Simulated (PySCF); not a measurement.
# KTl⁺: one state, many levels of theory

State: ²Σ⁺ (doublet), unpaired electrons σ ↑. Set-up: K def2-SVP, Tl def2-SVP with ECP60; scalar-relativistic core potentials (PySCF 2.14). De refers to K⁺ + Tl in their high-spin ground configurations, without counterpoise correction. The functionals are run spin-unrestricted. A positive dipole points towards Tl; it is taken about the centre of mass and depends on that origin.

```tsv
Level	Re (Å)	ωe (cm⁻¹)	De (eV)	μ (D)	CPU s a point (SCF and correlation, without the integrals)
UHF	4.265	60.1	n/a	-13.08	0.11
UHF-MP2	4.155	63.2	n/a	n/a	0.19
UHF-SCS-MP2	4.177	62.7	n/a	n/a	n/a
UHF-CCSD	4.158	63.7	n/a	n/a	n/a
UHF-CCSD(T)	4.153	63.9	n/a	n/a	3.9
PBE	4.193	57.0	n/a	-11.26	0.35
r²SCAN	4.161	61.4	n/a	-12.15	0.46
TPSSh	4.192	59.1	n/a	-11.80	0.52
B3LYP	4.175	58.5	n/a	-11.61	0.42
PBE0	4.146	60.3	n/a	-11.73	0.67
HSE06	4.154	59.5	n/a	-11.70	0.69
MN15	3.987	66.7	n/a	-12.15	0.51
```

Question: What does the step from GGA to meta-GGA do here, going from PBE to r²SCAN?

Answer: r²SCAN less PBE: -3.2 pm in Re, +7.7 % in ωe. 

Question: What does second-order correlation do here, going from UHF to UHF-MP2?

Answer: UHF-MP2 less UHF: -11.0 pm in Re, +5.2 % in ωe. Correlation nearly always deepens the well. The bond shortens, as in weak, metallic or heavy-atom bonds, where dispersion and the correlation of outer-core electrons pull the atoms together.

Question: What does the triples do here, going from UHF-CCSD to UHF-CCSD(T)?

Answer: UHF-CCSD(T) less UHF-CCSD: -0.5 pm in Re, +0.3 % in ωe. Correlation nearly always deepens the well. The bond shortens, as in weak, metallic or heavy-atom bonds, where dispersion and the correlation of outer-core electrons pull the atoms together.

Correlated steps freeze 9 core orbitals. Spin–orbit coupling is left out, which matters for elements this heavy, above all for dissociation energies. The state is the lowest determinant that a PBE0 search found; another state may lie lower at other levels.

The whole job (state search and all levels along the bond) took about 1.6 min on 1 thread of AMD EPYC 7R13 (shared host), peak memory 0.6 GiB.
